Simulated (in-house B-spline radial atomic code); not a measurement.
## RPA and G0W0 on HSE06: Sn²⁺

Configuration [Kr] 4d10 5s2, mean-field start HSE06. Computed with a B-spline radial code for spherical atoms: all electrons, scalar-relativistic (spin-free one-electron X2C), finite nucleus, each spin shell either full or empty, empty states to l = 9 with an (l + 1/2)⁻⁴ tail; G0W0 by contour deformation at full frequency.

Command:
```bash
python run_gw.py task.json out
```
Settings (radii: box in bohr, nucleus in fm):
```
Z                        50
electrons                48
configuration            [Kr] 4d10 5s2
hamiltonian              x2c
method                   hse06
lmax                     9
rms_radius               4.6519
spin_polarised           False
box_radius               17.55
intervals                69
ion_configuration        [Kr] 4d10 5s1
```

Cost of the run: 14 s on 1 thread of Arm Neoverse N1 (shared host).

Energies (hartree):

```
                                     term        value
                         mean-field total  -6175.35542
Hartree-Fock functional on these orbitals  -6173.05968
                      direct second order      -4.2887
                    second-order exchange       1.1831
                         SOSEX correction       1.0938
```

**Question.** What is the RPA correlation energy, and what remains with SOSEX?

**Answer.** RPA gives -3.743 hartree (-2.12 eV per electron); RPA + SOSEX gives -2.6492, and the second-order doubles -3.1056 hartree (no singles). RPA lacks exchange-type terms and so overcorrelates at short range.

Quasi-particle levels (eV):

```
level  occupied  mean field  Σx - vxc     Σc  QP weight     G0W0
   5s       yes     -26.656     -2.11      ?          ?        ?
   5p        no     -17.266      4.09  -1.37      0.949  -14.546
```

G0W0 = mean field + (Σx - vxc) + Σc, with Σc (partial-wave tail included) taken at the quasi-particle energy. Only the outer levels were computed. Levels of low weight are left out.

**Question.** Where does G0W0 put 5s?

**Answer.** At -30.85 eV, with Σc = -2.08 eV and a quasi-particle weight of 0.946. The tabulated removal energy is 30.506 ± 0.003 eV (NIST, measured); the calculation leaves out spin-orbit coupling, Breit and QED terms, and what these don't explain is the method's own error.

**Question.** What does it cost to remove one electron (to [Kr] 4d10 5s1) by differences of total energies, each species on its own start (correlation terms add to the Hartree-Fock functional)?

**Answer.** HSE06 30.38 eV, Hartree-Fock functional 28.477 eV, + RPA 30.84 eV, + RPA + SOSEX 30.30 eV, + second order 31.71 eV. Tabulated: 30.506 ± 0.003 eV (NIST, measured); the calculation leaves out spin-orbit coupling, Breit and QED terms, and what these don't explain is the method's own error.
